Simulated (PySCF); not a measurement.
NMR data sheet: C$_{7}$H$_{7}$ClOSi

```
Formula                               : C7H7ClOSi
SMILES                                : Cl[C@H]1[SiH2]C=C1c1ccco1
Point group of the computed structure : C1
Degrees of unsaturation               : 5
Carbon signals                        : 7
Proton signals                        : 7
```

Numbering as in the mapped SMILES `[Cl:1][C@H:2]1[SiH2:3][CH:4]=[C:5]1[c:6]1[cH:7][cH:8][cH:9][o:10]1`; H(Xn) means a hydrogen on atom n. Ha(Si3) is cis to Cl1 on the ring; Hb(Si3) is trans to Cl1 on the ring.

Single conformer, no solvent, non-relativistic. GFN2-xTB structure; shieldings: GIAO PBE0/pcSseg-1; PySCF 2.14.

Referencing at the same level of theory: TMS for 1H (σ = 31.72 ppm) and 13C (σ = 186.93 ppm) and 29Si (σ = 349.16 ppm); 17O (σ = 336.08 ppm) vs H2O.

| carbon | δC, type | δH (multiplicity) | HMBC from (2–3 bonds) | span of the C tensor (ppm) |
| --- | --- | --- | --- | --- |
| C2 | 50.3, CH | 4.60 (m) | H(C4), Hb(Si3), Ha(Si3) | 50 |
| C4 | 129.5, CH | 6.32 (m) | Hb(Si3), Ha(Si3), H(C2) | 195 |
| C5 | 161.2, C | – | H(C7), H(C4), Hb(Si3), Ha(Si3), H(C2) | 221 |
| C6 | 155.8, C | – | H(C9), H(C7), H(C8), H(C4), H(C2) | 130 |
| C7 | 121.6, CH | 7.18 (m) | H(C9), H(C8) | 176 |
| C8 | 118.7, CH | 6.78 (m) | H(C9), H(C7) | 179 |
| C9 | 150.0, CH | 7.66 (m) | H(C7), H(C8) | 152 |

Other nuclei:
```
  atoms  nucleus                                                environment  δ (ppm)  σ (ppm)
Hb(Si3)       1H  hydrogen on a silicon bonded to 2 C, in a 4-membered ring     5.19    26.53
Ha(Si3)       1H  hydrogen on a silicon bonded to 2 C, in a 4-membered ring     4.95    26.77
    Si3     29Si           silicon bonded to 2 C, 2 H, in a 4-membered ring    -31.0    380.1
    O10      17O                                       aromatic ring oxygen    298.1     38.0
```

Carbon types of the structure: 2 × C, 5 × CH, leaving 2 H on heteroatoms. δC 161.2: fully substituted alkene carbon; as expected for a trigonal carbon in a double bond. δC 155.8: substituted aromatic carbon next to the ring oxygen. δC 150.0: aromatic CH next to the ring oxygen. δC 129.5: alkene CH; an sp2 carbon of a C=C bond. δC 121.6, 118.7: aromatic CH.

Carbons that carry Cl, above all several Cl atoms, come out too deshielded, partly because spin–orbit coupling is missing. Shifts are as computed. Against solution values, carbons near 30 ppm lie about +3 ppm off and those near 130 ppm about +5 ppm; carbons on Cl a further +6 ppm. Of 1211 compounds with measured shifts, 218 miss one by over three times the rms of a fit or turn the order of signals round; such compounds aren't used in these exercises. Unscaled 17O shifts of doubly bonded oxygen tend to come out too high, by tens of ppm or more. Experimental scales use liquid or dissolved standards, which lie at an offset from isolated H2O (liquid H2O: subtract about 36 ppm). Multiplicities follow the n + 1 count of equivalent neighbours, as no J values were calculated; m marks all less simple cases, F and P coupling included.
